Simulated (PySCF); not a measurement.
Computed IR spectrum (relative IR intensity) of a molecule C3H6BrF. Geometry optimised at B3LYP-D3(BJ)/def2-SVP. Other conformers were not sampled. These are B3LYP-D3(BJ)/def2-SVP (PySCF) values and carry that method's errors. Frequencies are harmonic and unscaled.

Lines under 2 % of the strongest are left out, and lines within 2 cm⁻¹ are merged.

| ν (cm⁻¹) | relative intensity |
|---|---|
| 104 | 5.2 |
| 187 | 5.1 |
| 321 | 5.0 |
| 389 | 5.1 |
| 458 | 2.7 |
| 691 | 44 |
| 839 | 3.3 |
| 885 | 6.2 |
| 948 | 38 |
| 1040 | 9.3 |
| 1108 | 100 |
| 1158 | 34 |
| 1214 | 16 |
| 1236 | 7.9 |
| 1363 | 6.2 |
| 1375 | 3.6 |
| 1412 | 46 |
| 1451 | 7.2 |
| 1461 | 6.8 |
| 1476 | 5.7 |
| 3044 | 8.1 |
| 3053 | 29 |
| 3098 | 11 |
| 3132 | 21 |
| 3147 | 10 |
| 3175 | 3.0 |

Identify the compound among the candidates.
(A) CC(C)(F)Br
(B) C[C@H](F)CBr
(C) CC[C@H](F)Br

B, C[C@H](F)CBr
